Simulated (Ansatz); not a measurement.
`CN[SiH](O)Br` and `CN[SiH2]O` differ in one atom or group.

Ansatz, PBE0-D4/def2-TZVP geometries, multiplicity 1. Each molecule was computed in one conformer, which needn't be the lowest.

Scalar relativity is left out up to krypton. Spin–orbit coupling is left out; it splits and shifts lone-pair levels of the heavy atoms by tenths of an eV.

| property | `CN[SiH](O)Br` |
| --- | --- |
| HOMO energy (ωB97M-V/def2-TZVPP) / eV | -9.62 |
| HOMO–LUMO gap (ωB97M-V/def2-TZVPP) / eV | 11.72 |
| LUMO energy (ωB97M-V/def2-TZVPP) / eV | 2.11 |
| HOMO energy (B3LYP/def2-TZVPP) / eV | -7.08 |
| HOMO energy (PBE0/def2-TZVPP) / eV | -7.31 |
| LUMO energy (B3LYP/def2-TZVPP) / eV | 0.25 |

Problem. What does the change do to each property? (Estimate.)

Solution. The calculation gave: 
```tsv
property	`CN[SiH2]O`	shift
HOMO energy (ωB97M-V/def2-TZVPP) / eV	-9.35	0.27
HOMO–LUMO gap (ωB97M-V/def2-TZVPP) / eV	11.44	-0.28
LUMO energy (ωB97M-V/def2-TZVPP) / eV	2.09	-0.02
HOMO energy (B3LYP/def2-TZVPP) / eV	-6.75	0.33
HOMO energy (PBE0/def2-TZVPP) / eV	-6.98	0.33
LUMO energy (B3LYP/def2-TZVPP) / eV	0.30	0.05
```

B3LYP here is the variant with VWN-RPA as its local correlation; programs differ in this.
